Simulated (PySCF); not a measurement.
# Peak assignment

Bonds (- single, = double, # triple, : aromatic): C1=C2, C2-C3, C3:C4, C4:C5, C5:C6, C6-F7, C6:C8, C8=O9, C8:C10, C10:C11, C11:C3. C1 carries H12, H13; C2 carries H14; C4 carries H15; C5 carries H16; C10 carries H17; C11 carries H18. H12 is cis to C3; H13 is trans to C3.

Calculated, not measured (PySCF): structure optimised with GFN2-xTB, GIAO PBE0/pcSseg-1 shieldings. Single conformer, relativity neglected, no solvent model.

Referencing at the same level of theory: 13C, 1H vs TMS.

(1) Assign these signals to the numbered atoms. 13C{1H} NMR (computed): δ 179.7 (C), 177.8 (C), 150.7 (CH), 148.0 (CH), 147.2 (C), 138.0 (CH), 136.9 (CH), 124.3 (CH2), 123.9 (CH).

(2) Assign these signals to the numbered atoms. 1H NMR (600 MHz, computed): δ 7.75 (d, 1H), 7.51 (m, 1H), 7.29 (m, 1H), 6.89 (m, 1H), 6.88 (m, 1H), 6.08 (m, 1H), 5.81 (m, 1H).

Results:

(1) 
| δ (ppm) | atoms | environment | reason |
| --- | --- | --- | --- |
| 179.7 | C8 | ring carbonyl carbon | – |
| 177.8 | C6 | unsaturated ring carbon | – |
| 150.7 | C10 | unsaturated ring CH | – |
| 148.0 | C2 | alkene CH | as expected for a trigonal carbon in a double bond |
| 147.2 | C3 | unsaturated ring carbon | – |
| 138.0 | C4 | unsaturated ring CH | – |
| 136.9 | C11 | unsaturated ring CH | – |
| 124.3 | C1 | terminal =CH2 carbon | as expected for a trigonal carbon in a double bond |
| 123.9 | C5 | unsaturated ring CH | – |

C8 and C6; C2 and C3; C4 and C11; C1 and C5 lie closer than the usual error of such a calculation, so a measured spectrum could show them in the other order.

(2) 
| δ (ppm) | atoms | environment | reason |
| --- | --- | --- | --- |
| 7.75 | H18 | hydrogen on a unsaturated ring CH | – |
| 7.51 | H17 | hydrogen on a unsaturated ring CH | – |
| 7.29 | H16 | hydrogen on a unsaturated ring CH | – |
| 6.89 | H15 | hydrogen on a unsaturated ring CH | – |
| 6.88 | H14 | hydrogen on an alkene CH | attached to an sp2 carbon and in the plane of the double bond |
| 6.08 | H12 | hydrogen on a terminal =CH2 carbon | attached to an sp2 carbon and in the plane of the double bond |
| 5.81 | H13 | hydrogen on a terminal =CH2 carbon | – |

H15 and H14 lie closer than the usual error of such a calculation, so a measured spectrum could show them in the other order.

Splittings by 19F in the carbon and heteronuclear signals aren't shown, as no couplings were computed. Shifts are as computed. Against solution values, carbons near 30 ppm lie about +3 ppm off and those near 130 ppm about +5 ppm. Of 1211 compounds with measured shifts, 218 miss one by over three times the rms of a fit or turn the order of signals round; such compounds aren't used in these exercises. Multiplicities follow the n + 1 count of equivalent neighbours, as no J values were calculated; m marks all less simple cases, F and P coupling included.
